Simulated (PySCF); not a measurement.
A GIAO shielding run with PySCF 2.14 (density fitting, non-relativistic, gas phase) on `O=C(CC[SiH3])C[SiH2]Cl`, C$_{4}$H$_{11}$ClOSi$_{2}$:

```
$ OMP_NUM_THREADS=1 python probes_run.py task.json out

{"job": {"kind": "nmr", "xc": "PBE0", "basis": "pcSseg-1"}, "charge": 0, "multiplicity": 1}
O     -0.148063     1.153078    -0.633201
C      0.396740     0.084381    -0.455131
C     -0.382827    -1.128556    -0.034377
C     -1.873931    -0.924075    -0.252396
Si    -2.479548     0.793300     0.333755
C      1.877991    -0.059177    -0.550105
Si     2.657556     0.738785     1.012384
Cl     2.078682    -0.323335     2.618264
H     -0.174793    -1.270152     1.032002
H     -0.007011    -2.013362    -0.556296
H     -2.094087    -1.035361    -1.314985
H     -2.417332    -1.714347     0.263734
H     -3.826359     0.531849     0.884398
H     -2.658228     1.747215    -0.751796
H     -1.681700     1.275336     1.461753
H      2.176006    -1.100920    -0.651126
H      2.239629     0.499079    -1.412030
H      2.197371     2.112844     1.146960
H      4.110101     0.642667     0.881060
```

Hardware: 1 thread of an Arm Neoverse V1, shared host. The job also computes population analyses, field gradients.

Problem. How large is the calculation?

Solution. 88 electrons, 212 basis functions and 1170 auxiliary functions.

Problem. How long does it take, and how much memory does it need?

Solution. 44 s of wall time, with 13 SCF cycles and 5 response iterations; peak memory 0.95 GiB. Times on a shared host scatter by some tens of per cent.
